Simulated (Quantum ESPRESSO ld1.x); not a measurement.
Values are calculated unless marked as measured or tabulated.
One sound ld1.x (Quantum ESPRESSO 7.5) input for neutral helium gives E = -2.8350 hartree in 26 iterations:

```
 &input
    zed=2.0,
    iswitch=1,
    rel=1,
    lsd=1,
    dft='SLA-VWN',
    config='[He]',
    prefix='ld1',
    max_out_wfc=37,
    file_charge='ld1.rho',
 /
```

Changed or added lines, one case at a time, and what came of them:

- config='[He] 5g1': refused. The program stops in el_config with "l not found:G": the config string knows s, p, d and f alone.
- dx=0.002: refused. The program stops in do_mesh with "ndmx is too small": the mesh holds 3500 points at most, so dx, xmin and rmax must fit that.
- beta=0.95: harmless. The Broyden-type mixing copes: 8 iterations against 26, same energy.
- noscf=.true.: refused. The program stops in ld1_readin with "hydrogenic levels available only with lsd=0": noscf gives hydrogenic levels and needs lsd = 0.
- iswitch=0: refused. The program stops in ld1_readin with "wrong iswitch": iswitch takes 1 to 4.
- rmax=1000.0: harmless. The energy moves by less than 1e-5 hartree against the default mesh (-2.8350 hartree).
- xmin=-3.0: inaccurate. The mesh starts too far from the nucleus; the run ends without a warning, but the energy is off by +0.02431 hartree against the default mesh.
